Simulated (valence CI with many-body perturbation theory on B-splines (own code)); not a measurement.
# Hg57+ in brief

Calculated by valence CI with perturbative core correlation (CI+MBPT): five valence electrons over a frozen Dirac-Fock core [Ar], radial functions for each j: 7 s, 7 p, 8 d, 6 f, 4 g, 1 h, with the one-electron correlation potential Σ1 (screened to all orders), the two-electron term Σ2, the three-electron term Σ3, Breit, model QED; selected single and double excitations, second order for the rest (own B-spline code, finite nucleus).

No measured spectrum was set against this ion. As an estimate, large intervals hold to a few tenths of a per cent, small ones and those within an open d or f shell to about a per cent. The list stops below the first excitations out of the core. Only levels of the ground parity were solved; by the run's estimate the other parity begins above the list, which can be wrong where configurations are misplaced.

Levels are named by their leading jj configuration (3d3/2^4 stands for four electrons in 3d with j = 3/2), which in mixed levels can hold well under half, so a name can repeat and another be missing.

Rates and lifetimes use the calculated energies. Strong lines usually hold to 10 to 20 %, long lifetimes can be off by a factor of two.

(1) What is the ground level?

(2) What is the ionisation energy?

(3) How well does LS coupling describe the low levels?

## Answers

(1) (3d3/2^4 3d5/2) J=5/2, composition 27 % 3d5 2D + 24 % 3d5 4P + 19 % 3d5 2F, g = 1.250.

(2) 5780.3 eV; NIST lists 5780 ± 6 eV (theoretical).

(3) Among the lowest 20 levels the leading LS term, summed over configurations, holds 49 % on average. For single configurations the figures are 49 % in LS and 98 % in jj coupling. Terms mix most in the J = 5/2 level at 0 cm⁻¹, where the leading one holds 27 %.
